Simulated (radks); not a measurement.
Spherical jellium clusters: N electrons in a uniform positive sphere of charge N and radius rs N^(1/3), rs = 5.47 bohr. Calculated with a radial shooting solver with Libxc functionals: non-relativistic Kohn-Sham, LDA (Slater exchange, Perdew-Wang correlation), spin-polarised, spherical densities. Levels are named by radial order and angular momentum (1s, 1p, 1d, 2s, ...), and open shells are averaged over m.

N = 14, configuration 1s2 1p6 1d(up 5, down 1). This is the lowest configuration that the search found. Occupied and some empty levels:

level    occupation  eigenvalue (eV)  <r> (bohr)
1s up             1          -3.5388       8.439
1s down           1          -3.3355       8.064
1p up             3          -3.0455       9.794
1p down           3          -2.7946       9.732
1d up             5          -2.3967       10.79
1d down           1          -2.1372       10.88
2s up             0          -1.9957       8.794
2s down           0          -1.8846       9.023
1f up             0          -1.6286       11.70
1f down           0          -1.3817       11.90
2p up             0          -1.1523       11.06
2p down           0          -1.0273       11.25

Energy (eV): total -24.5483, kinetic 14.416, external -482.82, Hartree 240.61, exchange-correlation -39.493, background 242.73.
